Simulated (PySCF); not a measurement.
# Assigning NMR signals

Atom-mapped SMILES (the numbers label the heavy atoms): `[CH3:1][SiH2:2]/[CH:3]=[C:4](\[SiH3:5])[C:6]([F:7])([F:8])[F:9]`. Each H is labelled by its parent atom.

PySCF calculation with structure optimised with PBE0-D3(BJ)/def2-SVP and B97-2/pcSseg-1 with gauge-including orbitals; relativity neglected, one conformer, gas phase, equivalent nuclei averaged.

References, each an isolated molecule treated in the same way: TMS for ¹³C, ¹H.

Problem. Assign these signals to the numbered atoms. ¹³C{¹H} NMR (computed): δ 151.6 (CH), 148.3 (C), 126.9 (C), -6.8 (CH3).

Solution. 
151.6 → C3, alkene CH: the olefinic region
148.3 → C4, fully substituted alkene carbon: as expected for a trigonal carbon in a double bond
126.9 → C6, CF3 carbon: 3 electronegative neighbours deshield it
-6.8 → C1, methyl carbon bonded to Si: an electropositive neighbour leaves it electron-rich and shielded

Problem. Assign these signals to the numbered atoms. ¹H NMR (400 MHz, computed): δ 7.48 (m, 1H), 4.38 (m, 2H), 4.22 (s, 3H), 0.36 (t, 3H).

Solution. 
7.48 → H(C3), hydrogen on an alkene CH: attached to an sp2 carbon and in the plane of the double bond
4.38 → H(Si2), hydrogen on a silicon bonded to 2 C
4.22 → H(Si5), hydrogen on a silicon bonded to C
0.36 → H(C1), hydrogen on a methyl carbon bonded to Si: an electropositive neighbour shields it, as in TMS itself

Splittings by ¹⁹F in the carbon and heteronuclear signals aren't shown, as no couplings were computed. Shifts are as computed. Against solution values, carbons near 30 ppm lie about +1 ppm off and those near 130 ppm about +2 ppm. Of 1211 compounds with measured shifts, 218 miss one by over three times the rms of a fit or turn the order of signals round; such compounds aren't used in these exercises. No couplings were computed; multiplicities are counted from neighbouring protons, with m where these are inequivalent, close in shift, in a saturated or five-membered ring or joined by F or P, and br s for small geminal =CH2 splittings.
